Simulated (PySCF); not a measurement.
## Spinor energies of Zr (zirconium, neutral)

Start: [Kr] 4d2 5s2; 4d3/2 filled at m_j = +1/2, +3/2. Calculated with PySCF 2.14 in x2c-SVPall-2c with one added diffuse shell each of s, p, d type (7s9p7d1f, 76 functions): generalised Hartree-Fock with the X2C-1e Hamiltonian and a Gaussian nucleus; one run each with spin-orbit coupling (SO) switched off, then screened by Boettger's factors.

| spinor shell | electrons | ε, spin-free (eV) | ε, screened SO (eV) | weight of nominal j (screened SO) | rms radius, screened SO (bohr) |
| --- | --- | --- | --- | --- | --- |
| 1s1/2 | 2 | -18094.9 | -18094.1 | 1.000 | 0.0426 |
| 2s1/2 | 2 | -2578.1 | -2577.8 | 1.000 | 0.176 |
| 2p1/2 | 2 | -2293.5 | -2352.9 | 1.000 | 0.154 |
| 2p3/2 | 4 | -2293.5 | -2265.4 | 1.000 | 0.158 |
| 3s1/2 | 2 | -453.50 | -453.41 | 1.000 | 0.488 |
| 3p1/2 | 2 | -357.87 | -367.70 | 1.000 | 0.489 |
| 3p3/2 | 4 | -357.87 | -353.13 | 1.000 | 0.500 |
| 3d3/2 | 4 | -200.75 | -202.38 | 0.993 | 0.493 |
| 3d5/2 | 6 | -200.75 | -199.55 | 0.996 | 0.497 |
| 4s1/2 | 2 | -68.119 | -68.079 | 1.000 | 1.30 |
| 4p1/2 | 2 | -40.620 | -43.334 | 0.780 | 1.47 |
| 4p3/2 | 4 | -40.620 | -39.248 | 0.890 | 1.48 |
| 4d3/2 | 2 | -8.625 | -8.656 | 0.765 | 2.38 |
| 5s1/2 | 2 | -5.863 | -5.855 | 0.986 | 4.27 |

```
   quantity    spin-free  screened SO
E (hartree)  -3595.70088  -3596.03315
        M_J            2            2
       ⟨J²⟩        8.199        7.716
       ⟨L²⟩       12.132       12.091
       ⟨S²⟩        2.067        2.056
```

The determinant has a definite M_J but mixes levels of different J.

Each row is a mean over spinors that exchange with the open shell spreads, by up to 2.496 eV (4p1/2).

Rows whose weight is well below 1 are mixtures of j = l ± 1/2: exchange outweighs spin-orbit coupling there, and the label is only the starting occupation.

Breit and QED terms are absent; they matter most for the inner s and p1/2 levels.

Densities and radii are taken from the X2C orbitals without a picture-change correction, which distorts them close to the nucleus.

Without spin-orbit coupling the j labels of p, d and f shells carry no meaning; the spin-free column gives the mean over the occupied spinors of each nl shell, and its ⟨J²⟩ belongs to a mixture of degenerate components.
